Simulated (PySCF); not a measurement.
## Bi2N2: from a saddle point downhill

PySCF 2.14.0, RKS PBE0, Bi def2-SVP with ECP60, N def2-SVP; non-relativistic Hamiltonian with scalar-relativistic core potentials where named; density fitting; no spin-orbit coupling. Relaxed within the symmetry of its start, the geometry (D2h) is

```xyz
4

Bi    0.0000    0.0000    1.5089
Bi    0.0000    0.0000   -1.5089
N     1.5035    0.0000    0.0000
N    -1.5035    0.0000    0.0000
```

and its lowest harmonic modes are -758, -208, 187, 543, 604, 608 cm⁻¹ (negative: unstable). It was moved along the lowest mode and relaxed again, within the group C2h that the move left.

**Question.** Where does it end, and how much lower?

**Answer.** In C2h, 0.119 eV lower, after 5 steps:
```xyz
4

Bi   -0.0456    0.0000    1.5415
Bi    0.0456    0.0000   -1.5415
N     1.4858    0.0000    0.1842
N    -1.4858    0.0000   -0.1842
```

**Question.** How do the contacts change?

**Answer.** 
| contact | saddle (Å) | end (Å) |
| --- | --- | --- |
| Bi1–N3 (N) | 2.130 | 2.046 |
| Bi1–N4 (N) | 2.130 | 2.248 |
| Bi2–N4 (N) | 2.130 | 2.046 |


**Question.** Is the end a minimum?

**Answer.** No, 1 of the modes stay unstable (below −25 cm⁻¹); lowest modes -70, 160, 457, 458, 642, 663 cm⁻¹.

State: singlet.
